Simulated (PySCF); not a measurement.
**Simulated characterisation data**

[PySCF 2.14.0 with density-fitted response routines: σ from GIAO-PBE0/pcSseg-1; coordinates at the GFN2-xTB level; rapidly exchanging positions averaged; single conformer; isolated molecule; non-relativistic Hamiltonian]

References, each an isolated molecule treated in the same way: TMS for $^{1}$H and $^{13}$C. Splittings of carbon signals by F and P are missing where no couplings were computed. Where no couplings were computed, multiplicities follow the n + 1 count of equivalent neighbours, and m marks all less simple cases (inequivalent or close neighbours, rings, F or P nearby). Shifts are as computed. Against solution values, carbons near 30 ppm lie about +3 ppm off and those near 130 ppm about +5 ppm. Of 1211 compounds with measured shifts, 218 miss one by over three times the rms of a fit or turn the order of signals round; such compounds aren't used in these exercises.

**1.** `InChI=1S/C5H10O3/c1-2-5-7-3-6-4-8-5/h5H,2-4H2,1H3`. $^{1}$H NMR (400 MHz, computed): δ 5.41 (m, 2H), 5.16 (m, 2H), 4.60 (m, 1H), 1.71 (m, 2H), 0.99 (t, 3H). $^{13}$C{$^{1}$H} NMR (computed): δ 107.2, 96.3, 32.9, 10.3.

**2.** `InChI=1S/C10H11F/c1-2-7-3-8-5-10(8)9(4-7)6-11/h3-4H,2,5-6H2,1H3`. $^{1}$H NMR (400 MHz, computed): δ 7.49 (m, 1H), 7.29 (s, 1H), 6.03 (m, 2H), 3.45 (s, 2H), 2.76 (q, 2H), 1.21 (t, 3H). $^{13}$C{$^{1}$H} NMR (computed): δ 154.5 (C), 134.2 (C), 131.4 (C), 128.5 (CH), 123.9 (C), 117.1 (CH), 86.2 (CH2), 35.4 (CH2), 23.5 (CH2), 22.9 (CH3).
